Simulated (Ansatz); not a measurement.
Reaction R1 → P1 + 2 P2, each structure at its B3LYP-D3(BJ)/def2-TZVP stationary point, reached from a drawn start (curvature not checked).
R1, F4Hg (SMILES [F][Hg]([F])([F])[F]) (charge 0, multiplicity 1):
```csv
atom,x (Å),y (Å),z (Å)
Hg,0.0000,0.0000,0.0000
F,1.9107,0.0000,0.0000
F,-1.9107,0.0000,0.0000
F,0.0000,1.9107,0.0000
F,0.0000,-1.9107,0.0000
```
P1, F2Hg (SMILES [F][Hg][F]) (charge 0, multiplicity 1):
```xyz
3

Hg     0.000     0.000     0.000
F      1.935     0.000     0.000
F     -1.935     0.000     0.000
```
P2: F atom, charge 0, multiplicity 2.

P less R. No zero-point or thermal terms; singlets are restricted closed shells; open shells are unrestricted; no spin–orbit coupling. The spin states of the d-block species are the ones drawn and need not be the lowest.

Correlated levels freeze the cores.

Run with Ansatz (Gaussian orbitals). No computed number here is a measurement. Elements past Kr take the def2 small-core potentials, without spin–orbit coupling.

```csv
level,reaction energy (kJ/mol)
HF/def2-TZVPP,-272.8
HF/def2-QZVPP,-264.6
r2SCAN/def2-TZVPP,267.6
B97M-V/def2-TZVPP,250.9
B3LYP/def2-TZVPP,195.2
wB97M-V/def2-TZVPP,172.0
MP2/def2-TZVPP,192.4
CCSD(T)/def2-TZVPP,135.7
CCSD(T)/def2-QZVPP,…
```

Q: Some entries are withheld; supply them.

A: 
- CCSD(T)/def2-QZVPP, reaction energy (kJ/mol): 161.4

Ansatz is a first-principles code.
